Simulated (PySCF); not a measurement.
## YbCl2 at several levels of theory

Computed with PySCF 2.14.0 (density fitting, no spin-orbit coupling) at the geometry relaxed with PBE0:

```xyz
3
YbCl2 (singlet in the valence; each metal's 4f electrons, 14 of them, lie in its core potential, out of spins and levels)
Yb    0.0000    0.0000    0.1134
Cl    2.5209    0.0000    0.5749
Cl   -2.5209    0.0000    0.5749
```

| level | basis | state | HOMO (eV) | gap (eV) | charge on Yb1 (e) | population of f-type functions on Yb1 (polarisation alone where 4f lies in the core) | dipole about the centre of mass (D) | largest force component (eV/Å) |
| --- | --- | --- | --- | --- | --- | --- | --- | --- |
| PBE0 | Yb lcecp-0-SVP with ECP60, Cl def2-SVP | singlet | – | – | 0.82 | 0.01 | 2.86 | 0.00 |
| TPSS | the same | singlet | – | – | 0.77 | 0.01 | 2.79 | 0.11 |
| B3LYP | the same | singlet | – | – | 0.75 | 0.01 | 2.80 | 0.12 |

In the lcecp rows the 4f levels are missing from HOMO and gap, and the state counts the valence alone.

Charges are Mulliken's, which hang on the basis. The relaxation used the grid (50, 194), these runs (75, 302) or, all-electron (x2c bases, spin-free X2C Hamiltonian), (99, 590).

Task: What does PBE0 with Yb lcecp-0-TZVP with ECP60, Cl def2-TZVP give here?

Result: state singlet, charge on Yb1 (e) 1.19, population of f-type functions on Yb1 (polarisation alone where 4f lies in the core) 0.02, dipole about the centre of mass (D) 2.88, largest force component (eV/Å) 0.03. Time: 5.2 s on 2 threads of Arm Neoverse V2, on a shared host, from free ions and atoms.

An lcecp potential fixes the number of 4f electrons, so in runs with it no electron can move into or out of that shell.
